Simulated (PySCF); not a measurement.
## How exact exchange moves a shielding

Molecule: `InChI=1S/C4H5BS/c5-4-1-2-6-3-4/h1-3H,5H2`.

Numbering as in the mapped SMILES `[BH2:1][c:2]1[cH:3][cH:4][s:5][cH:6]1`. Hydrogens are named by the atom that carries them.

GIAO shieldings (ppm, equivalent atoms averaged) in PySCF 2.14 on the PBE0-D3(BJ)/def2-SVP geometry, basis pcSseg-2, gas phase, non-relativistic:

```tsv
functional	exact exchange (%)	σ(B1)	σ(C2)	σ(S5)
BLYP	0	25.7	14.9	175.0
BP86	0	28.1	20.6	192.6
PBE	0	26.2	20.1	196.9
B3LYP	20	29.5	19.5	193.6
mPW1PW91	25	32.1	25.4	216.2
BHandHLYP	50	36.1	26.3	224.7
HF	100	50.3	39.7	290.4
```

Question: Fit each shielding as a line in the percentage of exact exchange.

Answer: σ(B1) = 26.1 + 0.23 x (rms 1.2 ppm); σ(C2) = 18.0 + 0.21 x (rms 2.3 ppm); σ(S5) = 185.0 + 1.00 x (rms 9.3 ppm). The functionals also differ in their semilocal parts, which the line can't hold; Hartree–Fock has no correlation at all.

Question: What does the line predict for PBE0 (25 %), and what does the run give?

Answer: σ(B1): 31.9 predicted, 31.5 computed; σ(C2): 23.2 predicted, 26.0 computed; σ(S5): 210.0 predicted, 220.4 computed ppm.
